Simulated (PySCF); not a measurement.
**Electric field gradients and quadrupole coupling constants**

Compound: C₃H₁₀AsNSi.
Z-matrix (Å and degrees, PBE0-D3(BJ)/def2-SVP geometry), rows numbered from 1:
```
C 
C   1  1.3365
C   2  1.4904  1  125.66
Si  3  1.8952  2  110.85  1  -108.92
N   4  1.7349  3  110.52  2   -65.13
As  4  2.3713  3  107.95  2    49.78
H   1  1.0929  2  121.35  3   176.97
H   1  1.0952  2  121.56  3    -3.29
H   2  1.0971  1  118.70  3  -176.27
H   3  1.1054  2  110.99  1   132.59
H   3  1.1027  2  111.81  1    12.63
H   4  1.5019  3  107.78  2   171.69
H   5  1.0136  4  121.13  3   -82.54
H   5  1.0127  4  119.94  3   130.97
H   6  1.5235  4   91.92  3    42.75
H   6  1.5262  4   92.97  3   135.40
```

Field gradients from the PBE0/pcSseg-1 density (PySCF, non-relativistic), principal values in atomic units, ordered |Vxx| ≤ |Vyy| ≤ |Vzz|:

```
atom     Vxx     Vyy      Vzz
  N5  0.3637  0.6305  -0.9942
 As6  0.4747  1.5238  -1.9985
```

Find the asymmetry η = (Vxx − Vyy)/Vzz and the couplings χ = eQV/h (234.96 MHz × Q in barn × V in au), with Q(14N) = 0.02044 b, Q(75As) = 0.314 b.

| atom | environment | nucleus | η | χzz (MHz) | χxx (MHz) | χyy (MHz) |
| --- | --- | --- | --- | --- | --- | --- |
| N5 | silicon-bound nitrogen | 14N | 0.27 | -4.775 | 1.747 | 3.028 |
| As6 | arsenic bonded to Si and 2 H | 75As | 0.52 | -147.4 | 35.0 | 112.4 |

What is Vzz at As6 in SI units (1 au = 9.71736 × 10²¹ V/m²)?

-1.9985 au = -19.420 × 10²¹ V/m².

What couplings would deuterons (Q(2H) = 0.00286 b) have in place of the hydrogens, at this geometry?

| atom | bonded to | bond length (Å) | Vzz (au) | η | χzz (kHz) |
| --- | --- | --- | --- | --- | --- |
| H7 | C1 | 1.093 | 0.3091 | 0.06 | 208 |
| H8 | C1 | 1.095 | 0.3049 | 0.07 | 205 |
| H9 | C2 | 1.097 | 0.2959 | 0.06 | 199 |
| H10 | C3 | 1.105 | 0.2890 | 0.04 | 194 |
| H11 | C3 | 1.103 | 0.2913 | 0.04 | 196 |
| H12 | Si4 | 1.502 | 0.1351 | 0.01 | 91 |
| H13 | N5 | 1.014 | 0.4128 | 0.18 | 277 |
| H14 | N5 | 1.013 | 0.4138 | 0.18 | 278 |
| H15 | As6 | 1.523 | 0.1556 | 0.06 | 105 |
| H16 | As6 | 1.526 | 0.1537 | 0.07 | 103 |

The structure is a single PBE0-D3(BJ)/def2-SVP conformer in the gas phase; no vibrational or solvent corrections. The calculation is non-relativistic, for arsenic too. The basis is small and wasn't made for field gradients, so the couplings can be 20 % off.

These values come from a run that also computed NMR shieldings. Hardware: one thread of an Arm Neoverse V1, shared host. Cost: 26 s wall.
